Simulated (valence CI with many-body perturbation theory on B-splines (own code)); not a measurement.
## Hyperfine factors and g values of In

Computed by relativistic CI+MBPT: three valence electrons over a frozen Dirac-Fock core [Kr] 4d10, a basis of 11 s, 11 p, 9 d, 7 f, 5 g, 2 h, 1 i functions for each j, with the one-electron correlation potential Σ1, the two-electron term Σ2, the three-electron term Σ3, Breit, model QED; selected CI, second order for the rest (own B-spline code, finite nucleus).

Against 12 measured levels this calculation errs by 138 cm⁻¹ on average and by 460 at most. These come from a selection out of the NIST Handbook of Basic Atomic Spectroscopic Data. Levels without a partner in it may be off by more.

A/g_I is the dipole constant over the nuclear g factor μ/I (μ in nuclear magnetons, uniformly magnetised nucleus), B/Q the quadrupole constant per barn. Both hold the static response of the core; the bare values leave it out. Large factors of s and p1/2 electrons are usually good to 5 to 10 %; those of open d and f shells near neutrality can be off by tens of per cent, and small factors of p3/2, d and f electrons come from cancelling terms and can be off by a factor of two or in sign, in half-filled shells by more. B is blank for J = 1/2, where it vanishes, and for nearly pure S terms. Energies count from the lowest level.

```csv
Level,E (cm⁻¹),g,A/g_I (MHz),A/g_I bare,B/Q (MHz/b),B/Q bare
5s²5p ²P°_1/2,0.0,0.666,1790,1640,,
5s²5p ²P°_3/2,2213,1.334,186,145,566,442
5s²6s ²S_1/2,24533,2.002,1350,1230,,
5s²6p ²P°_1/2,31872,0.666,193,178,,
5s²6p ²P°_3/2,32166,1.334,64.0,54.5,78.3,62.1
5s²5d ²D_3/2,32903,0.801,-64.6,-59.1,50.9,32.8
5s²5d ²D_5/2,32924,1.202,140,125,68.6,43.8
5s5p² ⁴P_1/2,34517,2.664,7470,6590,,
5s5p² ⁴P_3/2,35562,1.731,3250,2870,585,456
5s²7s ²S_1/2,36302,2.002,426,387,,
5s5p² ⁴P_5/2,37002,1.589,3000,2660,-796,-629
5s²7p ²P°_1/2,38835,0.666,66.5,61.3,,
5s²7p ²P°_3/2,38943,1.334,26.6,22.8,28.6,22.8
5s²6d ²D_3/2,39049,0.800,-73.5,-66.2,46.3,33.5
5s²6d ²D_5/2,39097,1.206,143,128,44.8,31.3
4f5s² ²F°_7/2,39745,1.143,0.215,0.201,1.68,0.229
4f5s² ²F°_5/2,39745,0.857,0.183,0.176,1.46,0.206
5s²8s ²S_1/2,40649,2.002,182,166,,
5s²7d ²D_3/2,41806,0.800,-69.9,-62.6,39.2,29.6
5s²8p ²P°_1/2,41828,0.666,30.0,27.7,,
5s²7d ²D_5/2,41832,1.201,106,95.6,46.7,35.0
5s²8p ²P°_3/2,41881,1.334,12.6,10.8,13.1,10.5
```

Q: Take the isotope of mass number 113, with I = 9/2, μ = 5.5208 μN and Q = 0.761 b. What is the hyperfine structure of 5s5p² ⁴P_1/2?

A: From the table A = 9160 MHz. Shifts from the centre of gravity in MHz: F = 4: -25200, F = 5: 20600.
